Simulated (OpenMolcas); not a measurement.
**Pt4+: moving or changing the point charges**

Pt4+ among 4 point charges of -2 e arranged as a tetrahedron (Td), 2.06 Å from the ion.
```
   1.1893    1.1893    1.1893  -2.00
   1.1893   -1.1893   -1.1893  -2.00
  -1.1893    1.1893   -1.1893  -2.00
  -1.1893   -1.1893    1.1893  -2.00
```

| Item | Value |
| --- | --- |
| Program | OpenMolcas |
| Method | SS-CASPT2, IPEA 0.25 Eh, imaginary shift 0.1 Eh (closed shells correlated: 4f 5s 5p) |
| Basis | ANO-RCC-VDZP [7s6p4d2f] |
| Scalar Hamiltonian | DKH2, point nucleus |
| Active space | 6 electrons in 5 orbitals (5d) |
| State averaging | 2S+1 = 5 even, 5 roots; 2S+1 = 3 even, 45 roots; 2S+1 = 1 even, 50 roots |
| Spin-orbit coupling | RASSI with atomic mean-field integrals over the reference wave functions |

Runs around this geometry, states (labels of Td). Energies in cm-1 above the lowest state or level, χT in cm3 K/mol.

| R (Å) | q (e) | Ground state | First state of that spin | First gap with spin-orbit (degeneracies) | χT at 300 K | First state of another spin |
| --- | --- | --- | --- | --- | --- | --- |
| 2.06 | -1.6 | 5E | 5T2 2590 | 140 (1, 3) | 4.929 | 3T1 17830 |
| 1.96 | -2 | 5E | 5T2 3750 | 230 (1, 2) | 4.626 | 3T1 17000 |
| 2.06 | -2 | 5E | 5T2 3150 | 180 (1, 3) | 4.792 | 3T1 17510 |
| 2.16 | -2 | 5E | 5T2 2530 | 130 (1, 3) | 4.918 | 3T1 17850 |

Taking the first state of the same spin as R^-n, n = -ln(2530 / 3750) / ln(2.16 / 1.96) = 4.1 between the shortest and longest distance.

Scaling the charges by -1.6 / -2 = 0.80 scales the first state of the same spin by 2590 / 3150 = 0.82; with fixed orbitals a first-order splitting would follow the charge.

Roots that are degenerate in the reference are averaged as groups; the widest CASPT2 spread within a group is 580 cm-1 (the 4-fold group of multiplicity 3 near 21000 cm-1 above the lowest state of its run, R = 2.16, q = -2). Shifts and gaps below about the spread of the groups concerned are not significant. An orbital doublet at a regular site is open to a Jahn-Teller distortion, which this geometry leaves out. Point charges give a weaker field than real ligands, and real ions of this kind are as a rule low spin; the high spin found here belongs to the model. The ground term spreads over less than 5000 cm-1, several times less than with real ligands, so orbital moments are less quenched and χT lies further from the spin-only value than at real sites. Free-ion shares, where given, are those of the reference states; single-state CASPT2 does not remix them. Spin-orbit coupling mixes the spin-free states strongly: the lowest level takes only 56 % from its leading state, 5E (figures for R = 2.06, q = -1.6; the like holds for R = 1.96, q = -2, R = 2.06, q = -2, R = 2.16, q = -2). Point charges carry no covalency, so the field is a model and not that of real ligands. A group larger than the point group allows holds several states that coincide in this model. No measured value stands beside these numbers.
